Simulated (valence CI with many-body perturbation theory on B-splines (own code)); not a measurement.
**E1 line list for Mo³⁶⁺**

Method: valence CI with perturbative core correlation (CI+MBPT): four valence electrons over a frozen Dirac-Fock core [He], radial functions for each j: 11 s, 11 p, 9 d, 7 f, 5 g, 2 h, 1 i, with the one-electron correlation potential Σ1, the two-electron term Σ2, the three-electron term Σ3, Breit, model QED; selected CI, second order for the rest (own B-spline code, finite nucleus).

The last digits are not significant, and no measured levels were compared; by estimate large intervals hold to a few tenths of a per cent, small ones and those within an open d or f shell to about a per cent. Among the levels kept, up to 290 cm⁻¹ of a level comes from second order outside the variational space, and about a tenth of that is noise between levels of different J, which matters for small intervals.

Lines 51 to 100 of 229 in falling wavelength, among levels below 238.50 Ry, chosen from the strongest by gf and those to the six lowest levels. Wavelengths and rates use the calculated energies. Electric multipoles are in the length gauge, E1 and E2 with the static RPA response of the core. Weak lines are less certain than strong ones. Lines between different terms over intervals too small for the method are left out, as are lines whose strength nearly cancels. The highest levels of a list are the least certain.

Levels are named by their leading jj configuration (3d3/2^4 stands for four electrons in 3d with j = 3/2), which in mixed levels can hold well under half, so a name can repeat and another be missing. Letters in brackets count levels of one name in rising energy.

```csv
λ vac (nm),Upper,Lower,A (s⁻¹),S (a.u.) with core polarisation,S without
4.995,(2p1/2 2p3/2^3) J=1,(2s 2p1/2 2p3/2^2) J=1 [b],1.07e+11,1.97e-02,1.98e-02
4.755,(2s 2p1/2 2p3/2 3p3/2) J=3 [c],(2s^2 2p1/2 3p3/2) J=2,1.08e+11,4.02e-02,4.03e-02
4.714,(2s 2p3/2^3) J=2,(2s^2 2p3/2^2) J=2,1.49e+11,3.86e-02,3.87e-02
4.703,(2s 2p1/2 2p3/2 3d3/2) J=3 [c],(2s^2 2p1/2 3d3/2) J=2,5.66e+10,2.04e-02,2.04e-02
4.691,(2s 2p1/2 2p3/2 3p3/2) J=2 [c],(2s^2 2p1/2 3p3/2) J=1,1.28e+11,3.26e-02,3.27e-02
4.685,(2p3/2^4) J=0,(2s 2p3/2^3) J=1,4.78e+11,2.43e-02,2.43e-02
4.672,(2s 2p1/2 2p3/2 3p1/2) J=2 [c],(2s^2 2p1/2 3p1/2) J=1,7.82e+10,1.97e-02,1.97e-02
4.646,(2p1/2^2 2p3/2^2) J=2,(2s 2p1/2^2 2p3/2) J=1,7.65e+10,1.89e-02,1.90e-02
4.644,(2s 2p1/2 2p3/2 3p1/2) J=1 [b],(2s^2 2p1/2 3p1/2) J=1,1.40e+11,2.07e-02,2.08e-02
4.616,(2p1/2 2p3/2^3) J=2,(2s 2p1/2 2p3/2^2) J=2 [b],1.76e+11,4.26e-02,4.27e-02
4.616,(2s 2p1/2 2p3/2 3p1/2) J=1 [c],(2s^2 2p1/2 3p1/2) J=0,1.36e+11,1.98e-02,1.98e-02
4.610,(2s 2p1/2 2p3/2 3s) J=2 [c],(2s^2 2p1/2 3s) J=1,1.13e+11,2.73e-02,2.74e-02
4.597,(2s 2p1/2 2p3/2 3p3/2) J=2 [d],(2s^2 2p1/2 3p3/2) J=2,1.54e+11,3.70e-02,3.71e-02
4.563,(2s 2p1/2 2p3/2 3s) J=1 [c],(2s^2 2p1/2 3s) J=1,1.36e+11,1.91e-02,1.92e-02
4.557,(2s 2p1/2 2p3/2 3p3/2) J=1 [c],(2s^2 2p1/2 3p3/2) J=1,1.28e+11,1.80e-02,1.80e-02
4.520,(2s 2p1/2 2p3/2 3p3/2) J=1 [d],(2s^2 2p1/2 3p3/2) J=2,1.79e+11,2.45e-02,2.46e-02
4.509,(2s 2p3/2^3) J=1,(2s^2 2p3/2^2) J=0,8.14e+10,1.11e-02,1.11e-02
4.457,(2s 2p1/2^2 2p3/2) J=1,(2s^2 2p1/2^2) J=0,1.44e+11,1.89e-02,1.90e-02
4.456,(2s 2p1/2 2p3/2^2) J=0,(2s^2 2p1/2 2p3/2) J=1,1.39e+11,6.08e-03,6.09e-03
4.358,(2s 2p1/2 2p3/2^2) J=2 [b],(2s^2 2p1/2 2p3/2) J=2,2.30e+11,4.69e-02,4.70e-02
4.316,(2s 2p1/2 2p3/2^2) J=1 [a],(2s^2 2p1/2 2p3/2) J=1,2.15e+11,2.56e-02,2.57e-02
4.259,(2s 2p1/2 2p3/2^2) J=1 [b],(2s^2 2p1/2 2p3/2) J=2,2.50e+11,2.85e-02,2.86e-02
4.177,(2s 2p1/2 2p3/2^2) J=2 [b],(2s^2 2p1/2 2p3/2) J=1,8.03e+09,1.44e-03,1.45e-03
4.086,(2s 2p1/2 2p3/2^2) J=1 [b],(2s^2 2p1/2 2p3/2) J=1,3.03e+10,3.06e-03,3.07e-03
4.078,(2s 2p3/2^3) J=1,(2s^2 2p3/2^2) J=2,3.11e+11,3.12e-02,3.13e-02
3.933,(2p1/2^2 2p3/2^2) J=2,(2s 2p1/2^2 2p3/2) J=2,9.06e+10,1.36e-02,1.36e-02
3.304,(2s 2p3/2^3) J=2,(2s^2 2p1/2 2p3/2) J=2,9.46e+09,8.42e-04,8.44e-04
3.173,(2s 2p1/2 2p3/2^2) J=1 [a],(2s^2 2p1/2^2) J=0,9.53e+09,4.51e-04,4.52e-04
3.047,(2s 2p1/2 2p3/2^2) J=1 [b],(2s^2 2p1/2^2) J=0,1.02e+10,4.29e-04,4.30e-04
2.893,(2s 2p3/2^3) J=1,(2s^2 2p1/2 2p3/2) J=1,1.92e+10,6.90e-04,6.91e-04
0.4581,(2s^2 2p1/2 3p3/2) J=1,(2s 2p1/2^2 2p3/2) J=2,1.24e+12,1.76e-04,1.76e-04
0.4563,(2s 2p3/2^2 3s) J=2,(2s 2p3/2^3) J=2,1.26e+13,2.95e-03,2.94e-03
0.4554,(2s^2 2p3/2 3s) J=1,(2s^2 2p3/2^2) J=0,6.38e+12,8.92e-04,8.89e-04
0.4525,(2s 2p1/2 2p3/2 3s) J=2 [b],(2s 2p1/2 2p3/2^2) J=3,1.13e+13,2.58e-03,2.57e-03
0.4522,(2s 2p1/2 2p3/2 3s) J=1 [a],(2s 2p1/2 2p3/2^2) J=2 [a],1.49e+13,2.03e-03,2.03e-03
0.4521,(2s^2 2p1/2 3s) J=1,(2s^2 2p1/2 2p3/2) J=2,1.28e+13,1.75e-03,1.74e-03
0.4520,(2s 2p1/2^2 3s) J=1,(2s 2p1/2^2 2p3/2) J=2,1.28e+13,1.75e-03,1.75e-03
0.4516,(2s^2 2p3/2 3s) J=2,(2s^2 2p3/2^2) J=2,2.86e+12,6.50e-04,6.48e-04
0.4513,(2s^2 2p1/2 3d3/2) J=2,(2s^2 2p3/2^2) J=2,4.59e+12,1.04e-03,1.04e-03
0.4506,(2s^2 2p3/2 3s) J=1,(2s^2 2p3/2^2) J=2,1.50e+13,2.03e-03,2.03e-03
0.4504,(2s^2 2p1/2 3s) J=0,(2s^2 2p1/2 2p3/2) J=1,1.67e+13,7.52e-04,7.49e-04
0.4501,(2s^2 2p1/2 3s) J=1,(2s^2 2p1/2 2p3/2) J=1,2.69e+12,3.63e-04,3.62e-04
0.4484,(2s^2 2p1/2 3d5/2) J=2,(2s^2 2p3/2^2) J=2,1.38e+12,3.06e-04,3.06e-04
0.4420,(2s 2p1/2 2p3/2 3d5/2) J=2 [a],(2s 2p1/2 2p3/2^2) J=1 [a],1.72e+13,3.66e-03,3.67e-03
0.4405,(2s 2p1/2 2p3/2 3d5/2) J=2 [b],(2s 2p1/2 2p3/2^2) J=1 [b],1.23e+13,2.59e-03,2.59e-03
0.4405,(2s 2p1/2 2p3/2 3d5/2) J=1 [a],(2s 2p1/2 2p3/2^2) J=1 [a],1.32e+13,1.67e-03,1.67e-03
0.4395,(2s 2p1/2 2p3/2 3d5/2) J=2 [b],(2s 2p1/2 2p3/2^2) J=2 [b],1.86e+13,3.89e-03,3.90e-03
0.4395,(2s 2p1/2 2p3/2 3d5/2) J=1 [b],(2s 2p1/2 2p3/2^2) J=1 [b],6.17e+13,7.75e-03,7.76e-03
0.4392,(2s 2p1/2 2p3/2 3d5/2) J=3 [b],(2s 2p1/2 2p3/2^2) J=2 [b],6.24e+12,1.83e-03,1.83e-03
0.4391,(2s 2p1/2 2p3/2 3d5/2) J=0,(2s 2p1/2 2p3/2^2) J=1 [b],1.03e+14,4.32e-03,4.32e-03
```
